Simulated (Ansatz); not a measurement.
HAu₂⁺ was relaxed with PBE-D4 (def2-TZVP) in Ansatz in these states: charge +1 quintet, charge +1 singlet, charge +1 triplet. The geometries follow in no particular order.

In the def2 sets Au takes a core potential; there is no spin–orbit coupling.

A:

```xyz
3

Au   -0.809   -0.743   -1.306
Au    0.810    0.744    1.306
H     0.000   -0.001    0.001
```

B:

```
atom   x (Å)   y (Å)   z (Å)
 Au1  -0.378  -0.872  -1.509
 Au2   0.940  -1.248   0.860
  H3  -0.562   2.121   0.649
```

C:

Cartesian coordinates in Å:
```
Au 0.9287 -0.9909 0.0455
Au -1.1104 0.5245 -0.5813
H 0.1817 0.4663 0.5358
```

Task: Judge from the bond lengths which geometry belongs to which state (an estimate).

Result: A is the charge +1 triplet (Au2–H3 1.707 Å, Au1–H3 1.707 Å, Au1–Au2 3.414 Å); B is the charge +1 quintet (Au2–H3 3.695 Å, Au1–H3 3.695 Å, Au1–Au2 2.736 Å); C is the charge +1 singlet (Au2–H3 1.709 Å, Au1–H3 1.709 Å, Au1–Au2 2.617 Å).

At PBE0-D4/def2-TZVP a singlet lies 2.17 eV below the charge +1 triplet. At PBE0-D4/def2-TZVP a singlet lies 6.31 eV below the charge +1 quintet. These are the stationary points nearest to one start from a short search; other shapes may lie lower in each state. The charge +1 quintet has come apart into loosely held pieces.
